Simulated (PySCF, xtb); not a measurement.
C3H10Hf, SMILES [CH3][HfH]([CH3])[CH3], multiplicity 1.

Harmonic wavenumbers (cm⁻¹) from GFN2-xTB (xtb 6.7.1) at its own minimum, in rising order: 40, 48, 59, 88, 89, 93, 312, 356, 356, 394, 398, 475, 482, 484, 520, 545, 547, 1152, 1291, 1303, 1304, 1530, 1530, 1531, 1535, 1536, 1536, 2874, 2879, 2882, 2891, 2893, 2896, 2944, 2945, 2946.

What does PBE-D3(BJ)/def2-SVP run with PySCF 2.14.0 give at its own minimum? (An estimate is asked for; the answer gives what the named calculation found.)

67, 81, 81, 111, 131, 131, 293, 293, 332, 429, 439, 439, 526, 526, 526, 572, 572, 1109, 1109, 1111, 1338, 1342, 1342, 1346, 1346, 1347, 1623, 2917, 2917, 2919, 3013, 3013, 3016, 3038, 3042, 3042. Paired by order, the mean absolute difference is 78 cm⁻¹ and the zero-point energies are 65.3 and 65.0 kcal/mol.
